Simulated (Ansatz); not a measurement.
Born–Oppenheimer molecular dynamics of AlClH4O2Si (9 atoms, charge 0, multiplicity 1). It starts from a relaxed structure.

Level of theory: Ansatz, RHF/def2-SVP.

* ensemble: NVT, Nosé–Hoover chain
* time step: 0.5 fs
* steps asked: 100
* set temperature: 1000 K
* thermostat: time constant 100 fs, chain length 3 (defaults)
* masses: H 3.016 u
* seed: 354378

First frame:

```xyz
9
Properties=species:S:1:pos:R:3
Al 0.138 -0.293 0.101
Cl 0.520 0.299 2.075
O 1.356 -0.235 -1.042
H 2.258 0.027 -0.994
O -1.387 -0.821 -0.318
Si -2.858 -1.349 -0.804
H -3.300 -2.475 0.049
H -3.848 -0.253 -0.704
H -2.800 -1.812 -2.209
```

(1) How far do the bonds stretch over the last three quarters of this one trajectory? (Pairs bonded in most of those frames.)

## Answers

(1) 
```json
{"bond": "Al1–Cl2", "mean (Å)": "2.086", "spread (Å)": "0.011", "shortest": "2.07", "longest": "2.10"}
{"bond": "Al1–O3", "mean (Å)": "1.693", "spread (Å)": "0.056", "shortest": "1.62", "longest": "1.78"}
{"bond": "Al1–O5", "mean (Å)": "1.687", "spread (Å)": "0.059", "shortest": "1.57", "longest": "1.77"}
{"bond": "O3–H4", "mean (Å)": "0.945", "spread (Å)": "0.031", "shortest": "0.90", "longest": "0.99"}
{"bond": "O5–Si6", "mean (Å)": "1.663", "spread (Å)": "0.050", "shortest": "1.60", "longest": "1.74"}
{"bond": "Si6–H7", "mean (Å)": "1.485", "spread (Å)": "0.003", "shortest": "1.48", "longest": "1.49"}
{"bond": "Si6–H8", "mean (Å)": "1.485", "spread (Å)": "0.022", "shortest": "1.44", "longest": "1.51"}
{"bond": "Si6–H9", "mean (Å)": "1.479", "spread (Å)": "0.082", "shortest": "1.37", "longest": "1.62"}
```

Mean temperature of the second half: 468 K. The conserved energy stayed within 0.23 meV per atom of its start (net change 0.15 meV per atom), so the integration is sound. The mean temperature of the second half is 53 % below the set value. A run of 0.05 ps of so small a system gives no equilibrium averages.

Run time: 2.1 min on 1 thread of Intel(R) Xeon(R) 6975P-C (Granite Rapids), with other jobs on the host, peak memory 0.22 GiB.
